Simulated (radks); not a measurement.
Tb3+, 62 electrons, occupied as [Xe] 4f6.5 6p1.5 (fractional occupations, a model configuration). Calculated with a radial shooting solver on a logarithmic mesh with Libxc functionals: Dirac Kohn-Sham, PBE, spin-unpolarised, spherical densities, point nucleus; open shells fill j = l - 1/2 first.

Normalised radial functions P(r) = r R(r) (large component), r in bohr:

r	6p3/2
0.001649	0.0008
0.00192	0.0010
0.002217	0.0014
0.002581	0.0018
0.003005	0.0024
0.003498	0.0032
0.004072	0.0042
0.004741	0.0055
0.005519	0.0072
0.006425	0.0094
0.00748	0.0122
0.008708	0.0157
0.01014	0.0201
0.0118	0.0255
0.01363	0.0317
0.01587	0.0395
0.01847	0.0485
0.0215	0.0586
0.02503	0.0696
0.02914	0.0806
0.03393	0.0908
0.0395	0.0986
0.04598	0.1022
0.05353	0.0993
0.06232	0.0875
0.07255	0.0653
0.08446	0.0319
0.09754	-0.0086
0.1136	-0.0565
0.1322	-0.1024
0.1539	-0.1358
0.1792	-0.1459
0.2086	-0.1239
0.2428	-0.0674
0.2827	0.0161
0.3291	0.1085
0.3831	0.1839
0.446	0.2157
0.5192	0.1858
0.6044	0.0933
0.698	-0.0354
0.8126	-0.1820
0.946	-0.2998
1.101	-0.3520
1.282	-0.3154
1.493	-0.1871
1.738	0.0118
2.023	0.2408
2.355	0.4512
2.741	0.5984
3.192	0.6532
3.715	0.6047
4.291	0.4857
4.995	0.3312
5.815	0.1910
6.77	0.0909
7.881	0.0348
9.175	0.0105
10.68	0.0024

6p3/2 (empty): eigenvalue -20.701 eV, 4 radial nodes at r = 0.0948, 0.275, 0.673, 1.72 bohr, <r> = 3.42 bohr, 90 % of the charge inside 4.82 bohr.
